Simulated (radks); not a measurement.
Q: These are the eigenvalues of the occupied orbitals of an atom or ion with whole-number occupations (eV). Method: Dirac Kohn-Sham, PBE, spin-unpolarised, spherical densities, finite nucleus; Fermi nuclear charge, rms radius of each element as measured or else 0.836 A^(1/3) + 0.57 fm; computed with a radial shooting solver on a logarithmic mesh with Libxc functionals.

orbital  eigenvalue
1s1/2     -3150.801
2s1/2     -326.9265
2p1/2     -261.4146
2p3/2     -259.1745
3s1/2      -50.5296
3p1/2      -35.5522
3p3/2      -35.3295

Which element is it, and in what charge state? The configuration may be excited. Open shells, if any, fill j = l - 1/2 first.

A: Z = 18, argon, charge +2: Ar2+ in [Ne] 3s2 3p4. The list shows which subshells hold electrons but not how many an open one holds; the 1s level, -115.79 hartree, gives Z - s = 15.2 by -(Z - s)^2/2, which with screening and relativity narrows Z to a few neighbours, and the depths of the outer levels then fix element, charge and occupations together.
